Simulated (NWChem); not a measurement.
System: BiH₃; SMILES [BiH3]

Here is an NWChem input.

```
start job
memory heap 200 mb stack 900 mb global 1100 mb
geometry units angstroms noautosym nocenter noautoz
  Bi     0.000000     0.000000     0.026414
  H     -1.340897    -0.597336    -1.006514
  H      1.187756    -0.862583    -1.006514
  H      0.153140     1.459919    -1.006514
end
basis spherical
  * library def2-svpd
end
ecp
  Bi library def2-ecp
end
dft
  xc xcamb88 1.00 lyp 0.81 vwn_5 0.19 hfexch 1.00
  cam 0.33 cam_alpha 0.19 cam_beta 0.46
  iterations 150
end
property
  response 1 0.0
end
task dft property
```

The geometry was optimised at PBE0/def2-SVP. Not confirmed as a minimum by frequencies. def2 effective core potentials on Bi; no spin-orbit coupling.

Static field.

### Question
What results follow from this input? (CAM-B3LYP/def2-SVPD with def2 effective core potentials on Bi.) Quantities: isotropic polarisability (bohr³); anisotropy (bohr³).

### Answer
| Property | Value |
|---|---|
| isotropic polarisability (bohr³) | 51.1 |
| anisotropy (bohr³) | 1.0 |
